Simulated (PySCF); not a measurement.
A search over the determinants of BaSe

Unrestricted PBE0; basis Ba x2c-TZVPPall, Se x2c-TZVPPall; spin-free X2C with a Gaussian nucleus; PySCF 2.14. Outer shells of the fragments: Ba 6s2; Se 3d10 4s2 4p4.

Followed along the bond (rough minima from three points):

```json
{"2Ms+1": "1", "unpaired": "none", "⟨S²⟩ at the start": "0.00", "R at minimum (Å)": "2.65", "Te (eV)": "0.00"}
{"2Ms+1": "3", "unpaired": "σ ↑, π ↑", "⟨S²⟩ at the start": "2.00", "R at minimum (Å)": "2.95", "Te (eV)": "1.27"}
{"2Ms+1": "1", "unpaired": "σ ↓, π ↑", "⟨S²⟩ at the start": "1.01", "R at minimum (Å)": "2.95", "Te (eV)": "1.28"}
{"2Ms+1": "3", "unpaired": "σ ↑↑", "⟨S²⟩ at the start": "2.00", "R at minimum (Å)": "2.78", "Te (eV)": "1.59"}
```

Solutions found at the starting distance of 2.900 Å, counted from the lowest of them; the search is not exhaustive and high or unbound solutions are not listed, so other states can lie among these:

| 2Ms+1 | unpaired | term | E (eV) | ⟨S²⟩ | ⟨Lz²⟩ | μ (D) |
| --- | --- | --- | --- | --- | --- | --- |
| 1 | none | ¹Σ⁺ | 0.00 | 0.00 | 0.00 | -12.24 |
| 3 | σ ↑, π ↑ | ³Π | 0.96 | 2.00 | 1.03 | -4.92 |
| 1 | σ ↓, π ↑ | mixed | 0.97 | 1.01 | 1.02 | -4.88 |
| 3 | σ ↑↑ | ³Σ⁺ | 1.31 | 2.00 | 0.00 | -4.87 |
| 3 | π ↑, δ ↑ | mixed | 1.93 | 2.00 | 5.02 | -7.60 |
| 1 | π ↑, δ ↓ | mixed | 1.94 | 1.01 | 5.02 | -7.58 |
| 3 | π ↑↑ | mixed | 2.01 | 2.00 | 2.01 | -3.74 |
| 3 | π ↑↑ | mixed | 2.08 | 2.00 | 2.01 | -3.55 |
| 1 | π ↑↓ | mixed | 2.08 | 1.01 | 2.01 | -3.51 |

A term symbol is given only where ⟨S²⟩ and ⟨Lz²⟩ are close to those of a pure state; real π, δ and φ orbitals otherwise mix terms. A positive dipole means Ba(−)Se(+).

Q: Compare the gap between the two lowest followed solutions at the starting distance with the gap between their minima.

A: At PBE0 the second solution (triplet, unpaired electrons σ ↑, π ↑) lies +0.96 eV from the first (singlet, closed shell) at 2.900 Å and +1.27 eV at the minima; the two curves relax by different amounts, since their minima lie near 2.95 and 2.65 Å.

Spin–orbit coupling is left out. Counting both spins, an empty level lies below a filled one in some of these solutions, because spin and occupation are held.
